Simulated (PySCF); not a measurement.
Compound: C₅H₅NS₂.
SMILES with atom numbers: `[CH2:1]=[N:2][c:3]1[cH:4][cH:5][c:6]([SH:7])[s:8]1` (hydrogens: H9, H10 on C1; H11 on C4; H12 on C5; H13 on S7)

Computed with TDDFT PBE0/def2-SVPD, vertical, gas phase, core orbitals frozen in the response (PySCF 2.14.0, density-fitted response routines). The structure is a single GFN2-xTB conformer in the gas phase; no vibrational or solvent corrections. Torsions of this conformer, `[CH2:1]=[N:2][c:3]1[cH:4][cH:5][c:6]([SH:7])[s:8]1`: C1–N2–C3–C4 180°, H–S7–C6–C5 -178°.

Kohn–Sham orbitals with the atoms that hold most of them (Löwdin shares over 4%, at most four atoms; ? is withheld):

```
orbital  ε (eV)                           atoms
 LUMO+2    0.36  S7 55%, S8 16%, C6 10%, H13 8%
 LUMO+1   -0.54  S7 31%, S8 30%, H13 16%, C6 8%
   LUMO   -1.85                               ?
   HOMO   -6.11                               ?
 HOMO-1   -7.64   S8 50%, C5 15%, C4 14%, C6 9%
 HOMO-2   -7.66   N2 54%, C1 13%, S8 12%, C3 8%
 HOMO-3   -8.36   S7 42%, C6 12%, C4 11%, N2 8%
```

Which atoms hold the HOMO, and with what shares?

S7 (bonded to C and H) 24%; C3 (bonded to C, N and S) 16%; C6 (bonded to C and 2 S) 15%; C5 (bonded to 2 C and H) 12%. By element: carbon 44% or more, sulfur 24% or more.

Give the leading atoms of the LUMO.

C1 (bonded to N and 2 H) 22%; N2 (bonded to 2 C) 15%; C6 (bonded to C and 2 S) 14%; C4 (bonded to 2 C and H) 12%. By element: carbon 48% or more, nitrogen 15%.

The HOMO–LUMO gap is 4.26 eV. Where does the response calculation put the lowest singlet, and from which orbitals?

S1 is at 3.81 eV (f = 0.355), 0.45 eV below the gap, made of HOMO→LUMO (96%). 

Give energy, strength and leading configuration of S1 and S3, and follow the Löwdin shares of the leading atoms from the occupied to the empty orbital.

- S1 (3.81 eV, f 0.355), HOMO→LUMO (96%): S7 24% → at most 12%, C3 16% → at most 12%, C1 at most 12% → 22%, N2 at most 12% → 15%
- S3 (4.27 eV, f 0.0005), HOMO→LUMO+1 (98%): S7 24% → 31%, C3 16% → at most 8%, S8 at most 12% → 30%
